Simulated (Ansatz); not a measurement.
Reaction (ligand exchange at the Hf–N bond): `C[N](C)[Hf]([F])([Cl])[N]=C=O` + HCl → `C[N](C)[Hf]([F])([Cl])[Cl]` + `N=C=O`

Gas-phase electronic energies from Ansatz, PBE0-D4/def2-TZVP geometries. CCSD(T)/CBS is the MP2 limit (def2-TZVPP, def2-QZVPP) plus CCSD(T) − MP2 in def2-TZVPP, frozen cores. This one scheme is used for every species. DFT in def2-TZVPP. Elements past krypton have def2 core potentials. For Hf outer-core shells are correlated without core-valence functions, which leaves a few kJ/mol of doubt a bond. Each species was taken in one conformer, which may not be the lowest.

`C[N](C)[Hf]([F])([Cl])[N]=C=O`:

Cartesian coordinates in Å:
```
C 0.235 1.150 -1.769
N 0.091 0.632 -0.429
C 1.231 0.900 0.422
Hf -1.424 -0.361 0.406
F -2.725 -0.618 -0.956
Cl -2.228 0.933 2.211
N -0.667 -2.120 1.113
C -0.205 -3.153 1.514
O 0.242 -4.155 1.905
H 1.108 0.715 -2.271
H 0.365 2.240 -1.760
H -0.648 0.921 -2.369
H 2.145 0.441 0.024
H 1.403 1.978 0.531
H 1.077 0.495 1.429
```

HCl:

```xyz
2

Cl   -0.041   -0.398    0.499
H     0.041    0.398   -0.499
```

`C[N](C)[Hf]([F])([Cl])[Cl]`:

Cartesian coordinates in Å:
```
C 0.277 -0.857 -1.127
N -0.040 -0.177 0.111
C -0.387 -1.070 1.191
Hf 0.067 1.809 0.070
F -0.395 2.398 1.812
Cl 2.274 2.386 -0.524
Cl -1.448 2.562 -1.571
H 1.138 -1.527 -1.005
H -0.575 -1.444 -1.489
H 0.535 -0.141 -1.918
H -1.267 -1.675 0.935
H 0.438 -1.757 1.417
H -0.617 -0.507 2.098
```

`N=C=O`:

Cartesian coordinates in Å:
```
N 0.587 0.478 -0.116
C -0.145 -0.461 0.090
O -0.731 -1.442 0.297
H 0.289 1.425 -0.271
```

Task: Is it downhill or uphill in electronic energy at CCSD(T)/CBS, and by how much? (Best estimate.)

Result: Computed: Downhill: ΔE = -26.6 kJ/mol.

Task: What do these levels give: revPBE-D4, CAM-B3LYP-D4, revPBE, MP2/def2-TZVPP, CCSD/def2-TZVPP, CCSD(T)/def2-TZVPP? (Best estimate.)

Result: Computed: revPBE-D4 -31.4, CAM-B3LYP-D4 -26.3, revPBE -33.1, MP2/def2-TZVPP -24.1, CCSD/def2-TZVPP -21.4, CCSD(T)/def2-TZVPP -22.5 kJ/mol.

Task: What do rigid-rotor, harmonic-oscillator terms from PBE0-D4/def2-TZVP frequencies (298.15 K, 1 bar) make of the CCSD(T)/CBS value? (An estimate is asked.)

Result: Ansatz gave: ΔZPE = +6.9 kJ/mol, ΔH = -22.1 kJ/mol, ΔS = 5 J/(mol·K), ΔG = -23.8 kJ/mol. Modes under 50 cm⁻¹ make the entropy rough.

Largest T1 diagnostic among the species: 0.018.

At CCSD(T), def2-SVP lies +7.4 kJ/mol from the extrapolated value and def2-TZVPP +4.1 kJ/mol. Leaving LDA and LC-ωPBE aside and taking each functional with its dispersion term where it has one, the values, not all of them listed here, spread over 6.9 kJ/mol, from r2SCAN-D4 to CAM-B3LYP-D4.
